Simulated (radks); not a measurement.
Values are calculated unless marked as measured or tabulated.
Spherical quantum dot in the effective-mass picture: electrons in a parabolic well V = omega^2 r^2 / 2 with omega = 0.538, with a point charge +2 (a donor) at the centre, all in effective atomic units (hartree* = m*/eps^2 hartree, bohr* = eps/m* bohr), one dielectric constant everywhere. Level of theory: non-relativistic Kohn-Sham, PBE, spin-polarised, spherical densities (a radial shooting solver with Libxc functionals). Levels are named by radial order and angular momentum (1s, 1p, 1d, 2s, ...), and open shells are averaged over m. Results are scaled to m* = 0.244 and eps = 14.9, for which hartree* = 29.91 meV and bohr* = 3.231 nm.

N = 34, configuration 1s2 1p6 1d10 2s2 1f14. This is the lowest configuration that the search found. Occupied and some empty levels:

level  occupation  eigenvalue (meV)  <r> (nm)
1s              2            264.63     3.073
2s              2            286.81     10.60
1p              6            287.56     10.18
1d             10            294.34     12.15
1f             14            301.28     13.32
2p              0            301.43     10.92
1g              0            308.83     14.19
2d              0            311.64     12.15

Energy (meV): total 5815.22, kinetic 532.05, external 1352.7, Hartree 4278.8, exchange-correlation -348.36.

Electron density:

r (nm)  n(r) (e/nm^3)
0.491         0.06786
1.73          0.01612
2.96         0.004633
4.19         0.002024
5.43         0.001626
6.66         0.001782
7.89         0.002046
9.13         0.002258
10.4         0.002334
11.6         0.002219
12.8         0.001900
14.1         0.001430
15.3        0.0009206
16.5        0.0004953
17.8        0.0002211
19.0       0.00008207
20.2       0.00002527
21.5        6.405e-06
22.7        1.328e-06
23.9        2.271e-07
